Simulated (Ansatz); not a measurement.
Computed with Ansatz.

A structure relaxed at PBE0-D4/def2-TZVP, charge 0, multiplicity 1:

Cartesian coordinates in Å:
```
N -2.081 0.021 -0.246
Ga -0.344 -0.183 -0.681
F -0.140 -0.676 -2.365
Si 1.644 0.109 0.627
F 1.225 0.552 2.114
H -2.410 0.297 0.662
H -2.829 -0.134 -0.901
H 2.418 -1.155 0.727
H 2.517 1.169 0.063
```

Give its formula and SMILES.

F2GaH4NSi, `[NH2][Ga]([F])[SiH2]F`.

Point group (tolerance 0.08 Å, 0.16 Å for H)?

Cs.

Summarise the bond lengths by kind.

1 × Ga–N 1.802 Å; 2 × H–N 1.005 to 1.006 Å; 1 × F–Ga 1.766 Å; 1 × Ga–Si 2.397 Å; 1 × F–Si 1.608 Å; 2 × H–Si 1.485 Å.
